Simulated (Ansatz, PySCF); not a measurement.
Energy difference R1 → P1 + P2, each structure at its B3LYP-D3(BJ)/def2-TZVP stationary point, reached from a drawn start (curvature not checked).
R1: H6Mo (SMILES [MoH6]), charge 0, multiplicity 1.
P1, H4Mo (SMILES [MoH4]) (charge 0, multiplicity 3):
```xyz
5

Mo     0.000     0.000     0.000
H      0.984     0.965     0.984
H      0.971    -0.983    -0.979
H     -0.966     0.990    -0.977
H     -0.989    -0.972     0.971
```
P2, H2 (SMILES [H][H]) (charge 0, multiplicity 1, Z-matrix in Å and degrees):
```
H
H 1 0.7440
```

P less R. No zero-point or thermal terms; singlets are restricted closed shells; open shells are unrestricted; no spin–orbit coupling. The spin states of the d-block species are the ones drawn and need not be the lowest.

Cores are frozen in the correlated methods. CBS(a, b) extrapolates the correlation energy as X⁻³ and adds the Hartree–Fock energy of set b.

Run with Ansatz (Gaussian orbitals); PySCF for the D3/D4 terms. Each number belongs to the level named beside it. Elements past Kr take the def2 small-core potentials, without spin–orbit coupling.

PBE/def2-TZVPP gives 0.889 eV for the reaction energy.

**Question.** How do the other levels lie against it? Give each less PBE: PBE-D3(BJ)/def2-TZVPP, r2SCAN/def2-TZVPP, PBE0/def2-TZVPP, wB97M-V/def2-TZVPP, B2PLYP/def2-TZVPP, MP2/CBS(def2-TZVPP, def2-QZVPP), CCSD(T)/CBS(def2-TZVPP, def2-QZVPP).

**Answer.** PBE-D3(BJ)/def2-TZVPP 0.043; r2SCAN/def2-TZVPP -0.340; PBE0/def2-TZVPP -0.361; wB97M-V/def2-TZVPP -0.443; B2PLYP/def2-TZVPP -0.429; MP2/CBS(def2-TZVPP, def2-QZVPP) 0.169; CCSD(T)/CBS(def2-TZVPP, def2-QZVPP) -0.363 eV. 2 of 7 lie above PBE; the widest gap is to wB97M-V/def2-TZVPP.

Ansatz is a quantum-chemistry and plane-wave program.
